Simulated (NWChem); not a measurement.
SiH$_{4}$S$_{3}$O; SMILES S[Si](S)(S)O

```xyz
9

O     -0.3342    -0.1084     1.8919
Si    -0.0584    -0.0036     0.2623
S     -0.8594    -1.7946    -0.5669
S     -0.9407     1.8424    -0.3683
S      1.9869     0.0906    -0.3468
H     -0.0528     0.6449     2.4230
H     -1.9220    -1.8037     0.2699
H     -0.4519     1.7680    -1.6258
H      2.2261    -1.2191    -0.1064
```
Atoms are numbered in this order, from 1.

Structure relaxed at the PBE0/def2-SVP level.

Question: Give the principal values of the shielding tensors (ppm) of O1, Si2, S3, S4, S5 from B3LYP/6-311G** (spherical d), GIAO (NWChem), with their diamagnetic and paramagnetic parts as GIAO splits them.

Answer: 
| atom | σ11 | σ22 | σ33 | isotropic | diamagnetic | paramagnetic |
|---|---|---|---|---|---|---|
| O1 | 225.9 | 236.3 | 259.6 | 240.6 | 391.6 | -151.0 |
| Si2 | 254.7 | 293.8 | 375.5 | 308.0 | 880.1 | -572.1 |
| S3 | 462.8 | 574.8 | 792.2 | 609.9 | 1057.1 | -447.1 |
| S4 | 525.6 | 553.3 | 762.1 | 613.7 | 1057.2 | -443.5 |
| S5 | 473.7 | 541.8 | 769.4 | 595.0 | 1057.1 | -462.1 |
